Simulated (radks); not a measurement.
All-electron atom: Pr II in [Xe] 4f3 6s1. Method: scalar-relativistic Kohn-Sham, LDA (Slater exchange, Perdew-Wang correlation), spin-polarised, spherical densities, finite nucleus; open shells are filled with parallel spins first (spin-orbit coupling, left out, can overturn this in heavy ions); Fermi nuclear charge, rms radius 4.8919 fm; computed with a radial shooting solver on a logarithmic mesh with Libxc functionals.

Normalised radial functions P(r) = r R(r), r in bohr:

r	5p up	6s up	4f up
0.001154	0.0009	0.0141	0.0000
0.001835	0.0020	0.0205	0.0000
0.002896	0.0045	0.0289	0.0000
0.004568	0.0098	0.0389	0.0000
0.007266	0.0215	0.0487	0.0000
0.01146	0.0444	0.0526	0.0000
0.01823	0.0868	0.0409	0.0001
0.02877	0.1483	0.0033	0.0008
0.04539	0.2021	-0.0547	0.0037
0.07218	0.1635	-0.0836	0.0166
0.1139	-0.0521	-0.0080	0.0627
0.1797	-0.2897	0.1150	0.1929
0.2858	-0.0931	0.0360	0.4628
0.4509	0.4048	-0.1729	0.7894
0.7171	0.1701	-0.0009	0.9296
1.131	-0.6550	0.2885	0.7668
1.785	-0.8212	0.0078	0.4681
2.839	-0.3537	-0.5054	0.2142
4.479	-0.0557	-0.5097	0.0724
7.067	-0.0021	-0.1640	0.0134
11.24	0.0000	-0.0120	0.0008

5p up: eigenvalue -27.868 eV, 3 radial nodes at r = 0.105, 0.310, 0.790 bohr, <r> = 1.76 bohr, 90 % of the charge inside 2.58 bohr. 6s up: eigenvalue -8.640 eV, 5 radial nodes at r = 0.0296, 0.117, 0.307, 0.718, 1.80 bohr, <r> = 3.99 bohr, 90 % of the charge inside 5.74 bohr. 4f up: eigenvalue -7.920 eV, 0 radial nodes, <r> = 1.16 bohr, 90 % of the charge inside 2.06 bohr.
